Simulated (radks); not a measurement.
The numbers below are computed, except where a source is named.
Ni13+, configuration [Ne] 3s2 3p3. Code: a radial shooting solver on a logarithmic mesh with Libxc functionals. Model: non-relativistic Kohn-Sham, LB94 model potential, spin-polarised, spherical densities, point nucleus; open shells are filled with parallel spins first.

Normalised radial functions P(r) = r R(r), r in bohr:

r	2p up	2p down	3s up
0.004897	0.0147	0.0147	0.1694
0.006127	0.0226	0.0226	0.2044
0.007665	0.0347	0.0346	0.2444
0.009589	0.0528	0.0527	0.2887
0.01209	0.0811	0.0809	0.3373
0.01513	0.1218	0.1215	0.3838
0.01893	0.1809	0.1805	0.4247
0.02368	0.2653	0.2647	0.4523
0.02963	0.3830	0.3821	0.4562
0.03706	0.5421	0.5408	0.4231
0.04637	0.7490	0.7473	0.3393
0.05801	1.0045	1.0021	0.1933
0.07258	1.2988	1.2956	-0.0168
0.0908	1.6062	1.6020	-0.2756
0.1136	1.8822	1.8772	-0.5415
0.1421	2.0667	2.0615	-0.7440
0.1778	2.0972	2.0931	-0.7933
0.2224	1.9326	1.9313	-0.6093
0.2783	1.5817	1.5846	-0.1700
0.3482	1.1174	1.1238	0.4413
0.4391	0.6444	0.6500	1.0509
0.5493	0.3033	0.3052	1.3888
0.6872	0.1091	0.1093	1.3502
0.8597	0.0281	0.0280	0.9956
1.076	0.0048	0.0047	0.5449
1.346	0.0005	0.0005	0.2108
1.684	0.0000	0.0000	0.0537
2.106	0.0000	0.0000	0.0082

2p up: eigenvalue -1277.7 eV, 0 radial nodes, <r> = 0.214 bohr, 90 % of the charge inside 0.348 bohr. 2p down: eigenvalue -1276.0 eV, 0 radial nodes, <r> = 0.214 bohr, 90 % of the charge inside 0.349 bohr. 3s up: eigenvalue -460.43 eV, 2 radial nodes at r = 0.0714, 0.297 bohr, <r> = 0.651 bohr, 90 % of the charge inside 0.947 bohr.
